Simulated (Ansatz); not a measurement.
A nudged elastic band was laid between two geometries of a periodic cell of 19 atoms, MgBe₁₈ (surface Be(0001), adsorbate Mg).

Level of theory: DFT PBE, scalar-relativistic, plane waves, PAW in Ansatz 0.2.0. Settings: cutoff 420 eV, k mesh 4x3x1, gaussian smearing 0.1 eV, no spin polarisation.

```
movable images  : 5
climbing image  : yes
spring          : 5.0 eV/Å²
optimiser       : lbfgs
start path      : straight line
force threshold : 0.05 eV/Å
iteration limit : 20
end points      : relaxed
atoms held      : 1 to 6
```

First end point:

```xyz
19
Lattice="4.5800 0.0000 0.0000 3.4350 5.9496 0.0000 0.0000 0.0000 16.5884" Properties=species:S:1:pos:R:3
Be 0.000 0.000 1.000
Be 2.290 0.000 1.000
Be 1.145 1.983 1.000
Be 3.435 1.983 1.000
Be 2.290 3.966 1.000
Be 4.580 3.966 1.000
Be 0.012 1.349 2.823
Be 2.275 1.297 2.825
Be 1.158 3.287 2.848
Be 3.431 3.351 2.817
Be 2.269 5.283 2.802
Be 4.605 5.281 2.811
Be 0.003 -0.050 4.535
Be 2.263 -0.024 4.616
Be 1.127 1.969 4.712
Be 3.393 2.043 4.530
Be 2.267 3.984 4.685
Be 4.569 3.946 4.665
Mg 3.658 0.841 6.630
```

Last end point:

```xyz
19
Lattice="4.5800 0.0000 0.0000 3.4350 5.9496 0.0000 0.0000 0.0000 16.5884" Properties=species:S:1:pos:R:3
Be 0.000 0.000 1.000
Be 2.290 0.000 1.000
Be 1.145 1.983 1.000
Be 3.435 1.983 1.000
Be 2.290 3.966 1.000
Be 4.580 3.966 1.000
Be -0.021 1.316 2.802
Be 2.315 1.315 2.811
Be 1.157 3.332 2.823
Be 3.420 3.280 2.825
Be 2.303 5.270 2.848
Be 4.576 5.334 2.817
Be -0.023 0.017 4.685
Be 2.279 -0.020 4.665
Be 1.148 1.933 4.535
Be 3.408 1.960 4.616
Be 2.272 3.952 4.712
Be 4.538 4.026 4.530
Mg 4.803 2.824 6.630
```

Q: Which bonds break or form, and what moves?

A: Contacts lost: Be13–Mg19, Be14–Mg19. Contacts made: Be18–Mg19. The atom that moves furthest is Mg19, by 2.29 Å.

Q: Give the energies along the band, and the barrier.

A: The forces met the threshold. The highest image is number 3 of 0 to 6, 0.029 eV above the ends, which have the same energy within 2 meV. The order of the stationary point at the top wasn't checked. Limits of this set-up: coarse k mesh, thin slab, slab without dipole correction.

```json
{"image": "0", "path coordinate (Å)": "0.00", "energy (eV)": "0.000", "Be13–Mg19 (Å)": "2.46", "Be14–Mg19 (Å)": "2.60", "Be18–Mg19 (Å)": "3.79"}
{"image": "1", "path coordinate (Å)": "0.40", "energy (eV)": "0.005", "Be13–Mg19 (Å)": "2.50", "Be14–Mg19 (Å)": "2.79", "Be18–Mg19 (Å)": "3.47"}
{"image": "2", "path coordinate (Å)": "0.79", "energy (eV)": "0.020", "Be13–Mg19 (Å)": "2.58", "Be14–Mg19 (Å)": "3.03", "Be18–Mg19 (Å)": "3.18"}
{"image": "3", "path coordinate (Å)": "1.19", "energy (eV)": "0.029", "Be13–Mg19 (Å)": "2.73", "Be14–Mg19 (Å)": "3.32", "Be18–Mg19 (Å)": "2.91"}
{"image": "4", "path coordinate (Å)": "1.58", "energy (eV)": "0.023", "Be13–Mg19 (Å)": "2.92", "Be14–Mg19 (Å)": "3.63", "Be18–Mg19 (Å)": "2.69"}
{"image": "5", "path coordinate (Å)": "1.97", "energy (eV)": "0.008", "Be13–Mg19 (Å)": "3.16", "Be14–Mg19 (Å)": "3.92", "Be18–Mg19 (Å)": "2.54"}
{"image": "6", "path coordinate (Å)": "2.36", "energy (eV)": "0.000", "Be13–Mg19 (Å)": "3.42", "Be14–Mg19 (Å)": "3.79", "Be18–Mg19 (Å)": "2.43"}
```

Q: What is the geometry of the highest image?

A: 
```xyz
19
Lattice="4.5800 0.0000 0.0000 3.4350 5.9496 0.0000 0.0000 0.0000 16.5884" Properties=species:S:1:pos:R:3
Be 0.000 0.000 1.000
Be 2.290 0.000 1.000
Be 1.145 1.983 1.000
Be 3.435 1.983 1.000
Be 2.290 3.966 1.000
Be 4.580 3.966 1.000
Be 0.008 1.326 2.809
Be 2.265 1.287 2.798
Be 1.158 3.300 2.834
Be 3.437 3.352 2.809
Be 2.280 5.301 2.835
Be 4.595 5.286 2.849
Be -0.018 -0.013 4.655
Be 2.284 0.006 4.693
Be 1.153 1.974 4.594
Be 3.368 1.996 4.469
Be 2.270 3.975 4.675
Be 4.565 3.943 4.674
Mg 4.263 1.827 6.644
```

The band took 8 iterations and of the order of 7 core-minutes.

Run time: 6.8 min on 1 thread of Arm Neoverse V1 (shared host), peak memory 0.8 GiB.
